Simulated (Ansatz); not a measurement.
`[NH2][Ti]([OH])([OH])[Cl]` + NH₃ → `[NH2][Ti]([NH2])([OH])[OH]` + HCl  (ligand exchange at a Ti–Cl bond)

Program: Ansatz. Geometries: PBE0-D4/def2-TZVP. ΔE: electronic, gas phase. CCSD(T)/CBS adds triple-zeta CCSD(T) − MP2 to the extrapolated MP2 energy (def2 sets, frozen cores). This one scheme is used for every species. DFT in def2-TZVPP. HSE06 is defined as in plane-wave codes. For Ti outer-core shells are correlated without core-valence functions, which leaves a few kJ/mol of doubt a bond. Scalar relativity is left out up to krypton. Each species was taken in one conformer, which may not be the lowest.

```tsv
level	ΔE (kcal/mol)	difference from CCSD(T)/CBS
PBE0-D4	24.5	1.2
r2SCAN0-D4	25.3	2.0
CAM-B3LYP-D4	23.3	0.0
PBE	24.2	0.9
r2SCAN	25.4	2.1
r2SCAN0	25.3	2.0
HSE06	24.7	1.4
BHLYP	24.5	1.2
HF/def2-QZVPP	25.2	1.9
SCS-MP2/def2-QZVPP	24.1	0.8
CCSD(T)/CBS	23.3	0
```

Largest T1 diagnostic among the species: 0.024, so the coupled-cluster value is less sure than usual.

Leaving LDA and LC-ωPBE aside and taking each functional with its dispersion term where it has one, the values, not all of them listed here, spread over 2.8 kcal/mol, from CAM-B3LYP-D4 to B97M-V. LDA lies −1.1 kcal/mol from PBE without D4. At CCSD(T), def2-SVP lies +0.9 kcal/mol from the extrapolated value and def2-TZVPP −0.2 kcal/mol.
